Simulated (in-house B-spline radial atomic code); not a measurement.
A fraction x of an electron is removed from 3p in the potassium ion K²⁺, starting from [Ne] 3s2 3p5 and keeping the highest spin. All numbers are computed (scalar-relativistic (X2C) SCAN, spin-polarised, spherical fractional occupations; Fermi nucleus of rms radius 3.4349 fm) with an all-electron radial atomic-structure program (B-spline basis), not measured.

```
   x  E(x) - E(0) (eV)  3p down level (eV)
   0            0.0000             -38.904
0.04            1.5673             -39.460
0.24            9.7380             -42.252
0.29           11.8682             -42.954
0.47           19.8283             -45.495
 0.5           21.1996             -45.920
0.51           21.6595             -46.062
 0.7           30.6681             -48.768
0.78           34.6153             -49.912
0.92           41.7435             -51.920
   1           45.9431             -53.071
```

The exact functional would give a straight line between the two integer points. Deviations E(x) - E(0) - x[E(1) - E(0)], in eV: -0.27 at x = 0.04, -1.288 at x = 0.24, -1.455 at x = 0.29, -1.765 at x = 0.47, -1.772 at x = 0.5, -1.771 at x = 0.51, -1.492 at x = 0.7, -1.22 at x = 0.78, -0.524 at x = 0.92.

The curve lies below the straight line by up to 1.772 eV (at x = 0.5): convex, the delocalisation error that favours fractional charges.

Task: How well does Slater's transition state (minus the level at half occupation) give the ionisation energy?

Result: It gives 45.920 eV against 45.943 eV from the two total energies; NIST lists 45.80 eV, ground level to ground level.
